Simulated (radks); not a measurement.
Problem. The mean radii <r> (bohr) of the occupied orbitals of an atom or ion are listed with their occupations. All-electron calculation, scalar-relativistic Kohn-Sham, MS2 meta-GGA, spin-polarised, spherical densities, finite nucleus; meta-GGA in the generalised Kohn-Sham scheme; Fermi nuclear charge, rms radius of each element as measured or else 0.836 A^(1/3) + 0.57 fm. Program: a radial shooting solver on a logarithmic mesh with Libxc functionals.

orbital  occ.      <r>
1s down     1  0.04547
1s up       1  0.04547
2s down     1   0.2023
2s up       1   0.2023
2p down     3   0.1772
2p up       3   0.1772
3s down     1   0.5960
3s up       1   0.5960
3p down     3   0.6157
3p up       3   0.6157
3d up       5   0.6727
3d down     5   0.6724
4s up       1    1.754
4s down     1    1.751
4f up       1    5.645

Name the element and its charge. Open shells, if any, are filled with parallel spins first.

Solution. Z = 33, arsenic, charge +2: As2+ in [Ar] 3d10 4s2 4f1. The 1s radius gives Z: for a bare nucleus <r> = (2 gamma + 1)/(2Z) with gamma = sqrt(1 - (Z/c)^2), 0.04456 bohr for Z = 33, and screening makes it slightly larger (0.04547 here). The occupations add up to 31, and the charge is Z minus that.
